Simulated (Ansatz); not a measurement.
A run on `N#[C][Sn]([F])([F])[Cl]` with other settings.

```yaml
crystal:
  periodic: [false, false, false]
  atoms:
    - {symbol: N, position_ang: [1.602131, -1.781295, 1.254452]}
    - {symbol: C, position_ang: [0.923243, -1.038476, 0.696047]}
    - {symbol: Sn, position_ang: [-0.301902, 0.322337, -0.280698]}
    - {symbol: F, position_ang: [-1.713617, -0.617065, -1.102252]}
    - {symbol: F, position_ang: [0.675999, 1.115646, -1.682385]}
    - {symbol: Cl, position_ang: [-1.143754, 1.934752, 1.068636]}
basis:
  gaussian: {orbitals: def2-TZVPP, final_grid: {core_spheres: 5, valence_spheres: 4, degree: 11}}
hamiltonian: {xc: {name: HF}}
scf: {lower_state_search: light}
output: {forces: true}
```

```sh
$ ansatz run in.yaml --threads 4 --pin off --events-out ev --progress --plain --max-ram 10444MiB
```

Shortened log:

```
Functional definition: HF
  name "HF"
  cite "Fock, Z. Phys. 61, 126 (1930) doi:10.1007/BF01340294"
  parent pbe
  exchange = exact_x
  correlation = 0
1702 factors; their error is unknown
mean field evaluation 1: about -26233.7084 eV, gradient 5.2e1 eV
mean field evaluation 2: about -26235.7814 eV, gradient 4.4e1 eV
mean field evaluation 4: about -26238.8759 eV, gradient 2.9e0 eV
mean field evaluation 8: about -26238.8938 eV, gradient 6.0e-2 eV
mean field evaluation 16: about -26239.4634 eV, gradient 8.0e-6 eV
mean field -26239.46335827 eV, -964.2824926693 hartree, gradient 8.0e-6 eV, S^2 0.000000; 0 other end points of the search recorded, 0 dependent functions left out
the calculation of the forces begins
reference -26239.46335827 eV, -964.2824926693 hartree; 35, 35 occupied and 181, 181 virtual orbitals, 1702 factors
Total energy: -26239.46335827 eV, -964.2824926693 hartree
Atom 0 at     1.602131    -1.781295     1.254452 Å, force    -1.847122     2.019471    -1.511534 eV/Å
Atom 1 at     0.923243    -1.038476     0.696047 Å, force     1.901914    -2.084991     1.537648 eV/Å
Atom 2 at    -0.301902     0.322337    -0.280698 Å, force    -0.294133     0.095105    -0.924425 eV/Å
Atom 3 at    -1.713617    -0.617065    -1.102252 Å, force     0.627024     0.404140     0.354027 eV/Å
Atom 4 at     0.675999     1.115646    -1.682385 Å, force    -0.426282    -0.358713     0.609259 eV/Å
Atom 5 at    -1.143754     1.934752     1.068636 Å, force     0.038600    -0.075011    -0.064974 eV/Å
Dipole moment:    -0.184473     0.304010     0.154716 e Å
```

Run time 2.5 s (4 threads of an Intel Xeon on a shared host); peak host memory 0.68 GiB.
